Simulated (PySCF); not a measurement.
Re⁵⁸⁺: ionisation energy

Re⁵⁸⁺ [Ne] 3s2 3p5 [3p1/2^2 3p3/2^3, M_J = 3/2] → Re⁵⁹⁺ [Ne] 3s2 3p4 [3p1/2^2 3p3/2^2, M_J = 2], as a difference of total energies. Computed with PySCF 2.14 in an uncontracted even-tempered set (18 s from 18 bohr⁻², ratio 2.4; 14 p from 23 bohr⁻², ratio 2.4; 4 d from 82 bohr⁻², ratio 2.6; 4 f from 120 bohr⁻², ratio 2.6), with the two-component X2C-1e Hamiltonian. Correlated levels: 1s2 frozen; the 48 highest virtual spinors dropped. "Screened" scales the spin-orbit matrix elements by Boettger's factors to mimic the two-electron term; Breit and QED terms are absent.

```json
{"method": "GHF (spin-free)", "ionisation energy (eV)": "6152.1"}
{"method": "GMP2 (spin-free)", "ionisation energy (eV)": "6153.3"}
{"method": "GHF (screened spin-orbit)", "ionisation energy (eV)": "6045.5"}
{"method": "GMP2 (screened spin-orbit)", "ionisation energy (eV)": "6046.7"}
```

Breit and QED terms and the two-electron picture change are absent.

The spin-free rows relax to the high-spin LS determinant and lack the spin-orbit shift.

The labels give the starting determinants; with spin-orbit coupling the two ends relaxed to ⟨J²⟩ = 3.75, ⟨L²⟩ = 2.05, ⟨S²⟩ = 0.80 and ⟨J²⟩ = 6.00, ⟨L²⟩ = 3.30, ⟨S²⟩ = 1.41.

For comparison: 6042 ± 6 eV (theoretical estimate listed by NIST; NIST Atomic Spectra Database, ionization energies).
